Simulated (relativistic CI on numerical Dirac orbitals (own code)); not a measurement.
Ni2+ in a cubic cluster: 2p photoemission with charge transfer

Computed with a charge-transfer multiplet model of a cubic metal-ligand cluster with up to 2 ligand holes, Slater and spin-orbit integrals from Dirac-Coulomb-Breit ions, Slater integrals scaled by 0.8. The ground state mixes d8 with configurations of k ligand holes L, whose averages lie at kΔ + k(k − 1)U_dd/2; a core hole lowers each added d electron by U_cd. 20 K, Lorentzian 0.6 eV and Gaussian 0.8 eV FWHM.

Atomic integrals in eV (Slater integrals scaled, ζ unscaled), ground: F2dd 9.736, F4dd 6.042, zeta_d 0.080; with the core hole: F2dd 11.178, F4dd 6.982, zeta_d 0.114, zeta_core 11.406, F2cd 6.704, G1cd 5.115, G3cd 2.909.

Cluster parameters (eV): Δ = 2.5, U_dd = 7.9, U_cd = 9.1, 10Dq = 1.05, 10Dq(ligand) = 0.6, final-state hopping factor = 0.8.

```csv
Case,n_d,d8,d9L,d10L2,S
"V(eg) = 0.75 eV, V(t2g) = -0.35 eV",8.06,0.94,0.06,0.00,1.00
"V(eg) = 1.05 eV, V(t2g) = -0.5 eV",8.11,0.89,0.10,0.00,1.00
"V(eg) = 1.35 eV, V(t2g) = -0.64 eV",8.15,0.85,0.15,0.00,1.00
"V(eg) = 1.65 eV, V(t2g) = -0.78 eV",8.20,0.80,0.19,0.00,1.00
"V(eg) = 1.95 eV, V(t2g) = -0.92 eV",8.24,0.76,0.23,0.01,1.00
```

Weights, n_d and S are thermal averages at 20 K. Binding energies count from the first peak over 30 % of the highest in each spectrum, which can be another peak from case to case. The parameters are a model scan and need not match a compound or its usual spin state. Peaks in eV (height, largest 100):
- V(eg) = 0.75 eV, V(t2g) = -0.35 eV: 0.0 (33), 4.7 (100), 5.8 (90), 8.9 (25), 17.4 (13), 18.6 (10), 20.4 (8), 23.8 (63)
- V(eg) = 1.05 eV, V(t2g) = -0.5 eV: 0.0 (67), 5.2 (100), 6.2 (93), 9.3 (27), 17.5 (28), 20.8 (17), 24.2 (68)
- V(eg) = 1.35 eV, V(t2g) = -0.64 eV: 0.0 (100), 2.5 (17), 4.3 (65), 5.7 (83), 6.7 (82), 9.8 (26), 17.5 (44), 21.3 (28), 24.7 (63)
- V(eg) = 1.65 eV, V(t2g) = -0.78 eV: 0.0 (100), 2.5 (12), 4.7 (62), 6.4 (49), 7.3 (52), 10.4 (18), 17.5 (45), 21.9 (28), 25.3 (42)
- V(eg) = 1.95 eV, V(t2g) = -0.92 eV: 0.0 (100), 2.6 (9), 5.1 (58), 7.9 (35), 10.9 (14), 17.4 (46), 22.3 (28), 25.9 (30)

Curve for V(eg) = 1.65 eV, V(t2g) = -0.78 eV (points under 2 left out, the grid thinned):

```
E (eV)  Intensity
  -3.1        2.0
  -2.4        3.2
  -1.6        7.1
  -0.9       24.6
  -0.2       89.8
   0.6       62.4
   1.3       20.3
   2.0       12.3
   2.8       12.2
   3.5       14.4
   4.2       42.1
   5.0       57.3
   5.7       39.3
   6.4       49.4
   7.2       51.4
   7.9       44.4
   8.6       35.8
   9.4       21.9
  10.1       17.8
  10.8       16.7
  11.6       10.2
  12.3        5.8
  13.1        3.8
  13.8        2.4
  14.5        2.0
  15.3        2.6
  16.0        4.7
  16.7       17.1
  17.5       45.4
  18.2       25.7
  18.9       12.1
  19.7        6.8
  20.4        5.1
  21.1       11.6
  21.9       28.3
  22.6       13.3
  23.3        8.9
  24.1       25.8
  24.8       36.5
  25.5       40.7
  26.3       17.0
  27.0        8.1
  27.7        6.6
  28.5        3.8
  29.2        2.1
```

For the case V(eg) = 1.65 eV, V(t2g) = -0.78 eV, Δ = 2.5 eV is smaller than U_dd = 7.9 eV, the charge-transfer side of the Zaanen-Sawatzky-Allen scheme. With the core hole the average of the configuration with one ligand hole lies at Δ − U_cd = -6.6 eV before mixing: it lies below the unscreened one, so the lowest final states are mostly screened and the unscreened weight appears at higher binding energy as a satellite.
